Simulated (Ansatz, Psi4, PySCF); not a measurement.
carbon atom (C), triplet. Base run: PySCF with CCSD(T)/aug-cc-pVDZ.

Here is a job for PySCF.
```python
from pyscf import gto, scf, cc

mol = gto.M(
    atom='''
C     0.000000    0.000000    0.000000
''',
    basis='aug-cc-pvdz',
    charge=0,
    spin=2,
    verbose=4,
)

mf = scf.UHF(mol)
mf.kernel()

mycc = cc.CCSD(mf)
mycc.kernel()
et = mycc.ccsd_t()
print('E(CCSD(T)) = %.10f' % (mycc.e_tot + et))
```

The same geometry, method and basis name were run in Ansatz (a quantum-chemistry and plane-wave program) and Psi4 and PySCF, at each program's defaults and at the settings that a row names. The base is PySCF at its defaults. Differences at the defaults can come from grids, fitting, cores and function types together.

```
code and settings                                                                 ΔE vs base (mEh)  basis functions     E (Eh)  SCF cycles
--------------------------------------------------------------------------------  ----------------  ---------------  ---------  ----------
PySCF, defaults (exact integrals, spherical functions, all electrons correlated)             0.000               23  -37.76614           8
Psi4, defaults (exact integrals, spherical functions, all electrons correlated)              0.000               23  -37.76614          10
Ansatz, defaults (factorised integrals, spherical functions, frozen core)                    1.275               23  -37.76487           -
PySCF, frozen core                                                                           1.274               23  -37.76487           8
Psi4, exact integrals, spherical functions, frozen core                                      1.274               23  -37.76487          10
Ansatz, high accuracy, frozen core                                                           1.274               23  -37.76487           -
```

Open shells are given as the SCF converged; they aren't shown to be the lowest states, and a large step between rows can be another state.
